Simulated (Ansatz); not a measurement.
Two isomers of CH7AlBN: A = `[BH2][Al]([CH3])[NH2]`, B = `[CH3][AlH][BH]N`.

Program: Ansatz. Geometries: PBE0-D4/def2-TZVP. ΔE: electronic, gas phase. CCSD(T)/CBS adds triple-zeta CCSD(T) − MP2 to the extrapolated MP2 energy (def2 sets, frozen cores). DFT in def2-TZVPP. Each species was taken in one conformer, which may not be the lowest.

A:

Z-matrix (Å, degrees):
```
C
Al 1 1.959
H 1 1.094 2 112.2
H 1 1.095 2 111.3 3 120.6
H 1 1.095 2 111.4 3 -120.7
N 2 1.777 1 117.7 3 -0.2
B 2 2.131 1 123.4 3 179.7
H 6 1.008 2 124.4 1 0.0
H 6 1.007 2 125.8 1 180.0
H 7 1.201 2 123.2 1 89.2
H 7 1.201 2 123.2 1 -89.1
```

B:

Z-matrix (Å, degrees):
```
C
Al 1 1.959
H 1 1.096 2 110.7
H 1 1.092 2 113.5 3 -121.6
H 1 1.096 2 110.5 3 117.1
B 2 2.143 1 126.2 3 122.9
H 2 1.608 1 116.2 3 -57.1
N 6 1.391 2 118.6 1 179.7
H 6 1.204 2 125.9 1 -0.2
H 8 1.009 6 123.6 2 -180.0
H 8 1.007 6 123.4 2 0.0
```

Problem. Which isomer does CCSD(T)/CBS put lower? Give the gap. (Best estimate.)

Solution. The calculation gave: B, by 9.9 kcal/mol.

Problem. Give E(B) − E(A) in kcal/mol with CCSD(T)/def2-SVP, ωB97M-V, HF/def2-TZVPP, PBE0-D4, CCSD(T)/def2-TZVPP, LDA (SPW92), B2PLYP. (An estimate is asked.)

Solution. The calculation gave: CCSD(T)/def2-SVP -14.9, ωB97M-V -11.4, HF/def2-TZVPP -7.9, PBE0-D4 -12.7, CCSD(T)/def2-TZVPP -10.5, LDA (SPW92) -16.6, B2PLYP -10.8. None reverses the order clearly.

Problem. Does the order hold for the free energy at 298.15 K (harmonic terms from PBE0-D4)? (Estimate.)

Solution. The calculation gave: Yes: G(B) − G(A) = -8.9 kcal/mol, for one conformer each. Modes under 60 cm⁻¹, often nearly free rotors, make the harmonic entropy too high.

Largest T1 diagnostic: 0.012.

In def2-TZVPP, CCSD(T) changes the Hartree–Fock value by −2.6 kcal/mol (the triples alone add −0.7 kcal/mol) and MP2 by −2.3 kcal/mol. At CCSD(T), def2-SVP lies −5.0 kcal/mol from the extrapolated value and def2-TZVPP −0.6 kcal/mol.
